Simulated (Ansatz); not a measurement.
AlBr3, charge +1, doublet, at a GFN2-xTB geometry (such geometries of metal compounds can be far from the true shape) (a state made from the parent by changing its charge; the spin is typed, not shown lowest); PBE0/STO-3G (Ansatz, a quantum-chemistry and plane-wave program).

Ansatz was given this input:
Ansatz 0.2 input:
```yaml
crystal:
  periodic: [false, false, false]
  atoms:
    - {symbol: Al, position_ang: [0.00000000, -0.00000000, 0.00000000]}
    - {symbol: Br, position_ang: [-1.81562918, -1.35122235, -0.10545158]}
    - {symbol: Br, position_ang: [-0.01559147, 2.00311850, -1.05863327]}
    - {symbol: Br, position_ang: [1.83122065, -0.65189615, 1.16408485]}
basis:
  gaussian:
    orbitals: STO-3G
hamiltonian:
  xc: pbe0
total_charge: 1
magnetization: {spin_polarized: true, initial_magnetization: 1}
scf: {lower_state_search: off}
```

Output, abridged:

```
Functional definition: PBE0
these checks for a lower state are left out or cut short: stability, starts, cluster_reference, orbital_swaps, neighbouring_geometries, increment
626 factors; integrals over basis functions are off by at most 1.1e-5 eV
mean field evaluation 1: about -214332.1513 eV, gradient 1.9e1 eV
mean field evaluation 2: about -214331.5437 eV, gradient 2.2e1 eV
mean field evaluation 4: about -214335.3509 eV, gradient 2.1e-1 eV
mean field evaluation 8: about -214335.3458 eV, gradient 3.7e-3 eV
mean field evaluation 16: about -214335.3458 eV, gradient 7.7e-6 eV
mean field -214335.34580961 eV, -7876.6786767880 hartree, gradient 7.7e-6 eV, S^2 0.750888; 0 other end points of the search recorded, 0 dependent functions left out
reference -214335.34582044 eV, -7876.6786771857 hartree; 59, 58 occupied and 4, 5 virtual orbitals, 626 factors
Total energy: -214335.34582044 eV, -7876.6786771857 hartree
Checks for a lower state left out: stability, starts, cluster_reference, orbital_swaps, neighbouring_geometries, increment
```
